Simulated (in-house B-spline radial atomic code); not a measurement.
Settings and results of a run for Ag³⁺ (an excited or competing configuration). Method: scalar-relativistic (X2C) M06-2X, spin-polarised, spherical fractional occupations, exact exchange averaged over the configuration, Fermi nucleus of rms radius 4.5454 fm. Calculated with a radial B-spline atomic code at the basis-set limit.

Command:
```bash
python run_scf.py task.json out
```
Settings (nuclear radius in fm, mass in u):
```
Z                47
configuration    [Ar] 3d10 4s2 4p5 4d8 5d1
hamiltonian      x2c
method           m062x
spin_polarised   True
nucleus          fermi
rms_radius       4.5454
atomic_mass      106.90509
speed_of_light   137.035999084
exact_exchange   averaged over the configuration
```

Output (hartree, bohr):
```
 radial grid: 73 intervals, B-splines of order 8, outer radius 39.1892 bohr

 iter        energy (Eh)    residual
    1       -5310.389941    1.83e-01
    2       -5310.410238    6.31e-03
    3       -5310.410713    2.59e-03
    4       -5310.410895    1.90e-03
    5       -5310.411047    8.55e-04
    6       -5310.411076    3.36e-04
    7       -5310.411083    6.98e-05
    8       -5310.411083    2.26e-05
    9       -5310.411083    5.18e-05
   10       -5310.411084    1.11e-05
   11       -5310.411084    1.88e-05
   12       -5310.411084    1.33e-05
   13       -5310.411084    7.23e-06
   14       -5310.411084    4.58e-06
   15       -5310.411084    4.47e-06
   16       -5310.411084    4.36e-06
   17       -5310.411084    5.75e-06
   18       -5310.411084    6.95e-06
   19       -5310.411084    1.55e-05
   20       -5310.411084    5.30e-06
   21       -5310.411084    2.67e-06
   22       -5310.411084    6.04e-06
   23       -5310.411084    2.37e-06
   24       -5310.411084    2.21e-06
   25       -5310.411084    2.03e-06
   26       -5310.411084    1.90e-06
   27       -5310.411084    7.05e-06
   28       -5310.411084    1.66e-05
   29       -5310.411084    8.46e-06
   30       -5310.411084    1.33e-05
   31       -5310.411084    1.47e-06
   32       -5310.411084    1.87e-06
   33       -5310.411084    2.96e-06
   34       -5310.411084    8.44e-07
   35       -5310.411084    2.25e-07

 total energy                     -5310.41108
 kinetic                            5557.8814
 electron-nucleus                 -12800.6381
 Hartree                            2081.1200
 exact exchange                      -78.4201
 exchange-correlation                -70.3542

 orbital      occ     eigenvalue          <r>       <r^2>       <1/r>       r_max
 1s up      1.000      -937.7802    0.0305749  0.00127414     51.4201     0.01949
 1s down    1.000      -937.7645    0.0305745  0.00127411     51.4207     0.01949
 2s up      1.000      -141.1286     0.134602   0.0214199     11.5962      0.1139
 2s down    1.000      -141.0965     0.134594   0.0214178     11.5971      0.1139
 2p up      3.000      -126.9518     0.117461   0.0168688     10.8915     0.09075
 2p down    3.000      -126.9143     0.117458   0.0168682     10.8918     0.09075
 3s up      1.000       -27.9975      0.36839    0.155356     4.02573      0.3327
 3s down    1.000       -27.9633     0.368144    0.155109     4.02769      0.3326
 3p up      3.000       -23.3080     0.366706    0.156274       3.785      0.3253
 3p down    3.000       -23.2671       0.3667    0.156257      3.7843      0.3253
 3d up      5.000       -15.8116     0.344378    0.141187     3.54269      0.2727
 3d down    5.000       -15.7677     0.344328    0.141118     3.54235       0.273
 4s up      1.000        -5.7362     0.901268    0.918113     1.54315       0.819
 4s down    1.000        -5.5337     0.903124    0.922015     1.53898      0.8173
 4p up      3.000        -4.3098     0.973305     1.07946     1.39372      0.8667
 4p down    2.000        -4.1477     0.977035     1.08874     1.38934      0.8663
 4d up      5.000        -2.1618      1.17969     1.62411     1.11562       0.982
 4d down    3.000        -2.0519      1.21148     1.72316     1.09036      0.9965
 5d up      1.000        -0.7176      3.57585      14.056    0.342178       3.403
```

Time taken, with all properties: 2 s on 1 thread of Arm Neoverse N1, with other jobs on the host.

States collapsed into the nucleus by a negative tau potential were left out of the aufbau.

One-electron X2C: radii and densities carry no picture-change correction, so inner-shell <1/r> comes out high (for 1s by about 2 % at Z = 33, 5 % at 54, 10 % at 75, 30 % at 118) and <r> low.
